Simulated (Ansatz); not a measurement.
The cluster ZrO2⁻. Total charge -1; doublet. Geometry PBE-D4/def2-TZVPD.

```xyz
3

Zr   -0.344    0.605   -0.137
O    -0.379   -0.306    1.436
O     0.723   -0.299   -1.299
```

In the def2 sets Zr takes a core potential; there is no spin–orbit coupling. At PBE-D4/def2-SVPD, PBE-D4/def2-TZVPD the highest occupied level of the charge -1 doublet lies above zero (up to 0.47 eV). By energy differences its removal costs 1.70 eV (vertical, to the charge 0 singlet, at CCSD(T)/def2-TZVPPD). The structure comes from a short search, and lower isomers may exist.

Task: Estimate the α-spin orbital energies around the gap (eV) in Ansatz with HF/def2-TZVPD, PBE-D4/def2-SVPD, PBE-D4/def2-TZVPD, PBE0-D4/def2-SVPD, ωB97X-V/def2-TZVPD.

Result: 
| orbital | HF/def2-TZVPD | PBE-D4/def2-SVPD | PBE-D4/def2-TZVPD | PBE0-D4/def2-SVPD | ωB97X-V/def2-TZVPD |
| --- | --- | --- | --- | --- | --- |
| HOMO−13 | -552.31 | -503.95 | -503.61 | -516.16 | -515.97 |
| HOMO−12 | -64.65 | -48.85 | -48.79 | -53.03 | -55.97 |
| HOMO−11 | -37.92 | -26.81 | -26.81 | -29.84 | -32.83 |
| HOMO−10 | -37.41 | -26.70 | -26.71 | -29.61 | -32.61 |
| HOMO−9 | -36.89 | -26.55 | -26.56 | -29.38 | -32.38 |
| HOMO−8 | -25.59 | -14.87 | -15.23 | -17.64 | -20.74 |
| HOMO−7 | -25.07 | -14.54 | -14.90 | -17.26 | -20.33 |
| HOMO−6 | -7.82 | -2.30 | -2.26 | -3.88 | -6.41 |
| HOMO−5 | -7.38 | -2.14 | -2.09 | -3.60 | -5.99 |
| HOMO−4 | -6.50 | -1.95 | -1.91 | -3.30 | -5.72 |
| HOMO−3 | -6.22 | -1.62 | -1.59 | -2.94 | -5.35 |
| HOMO−2 | -6.07 | -1.36 | -1.33 | -2.73 | -5.07 |
| HOMO−1 | -5.48 | -0.49 | -0.46 | -1.92 | -4.28 |
| HOMO | -2.14 | 0.47 | 0.46 | -0.26 | -1.91 |
| LUMO | 3.89 | 1.91 | 1.85 | 2.43 | 3.84 |
| LUMO+1 | 4.76 | 2.24 | 2.19 | 2.89 | 4.58 |
| LUMO+2 | 4.86 | 3.21 | 3.16 | 3.62 | 4.74 |
| LUMO+3 | 5.75 | 3.77 | 3.73 | 4.43 | 5.50 |
| LUMO+4 | 6.60 | 4.15 | 3.90 | 4.61 | 6.24 |
| LUMO+5 | 6.65 | 4.19 | 4.27 | 4.71 | 6.41 |
| β HOMO | -5.73 | -0.51 | -0.48 | -1.96 | -4.30 |
| β LUMO | 4.13 | 1.43 | 1.43 | 2.05 | 3.92 |
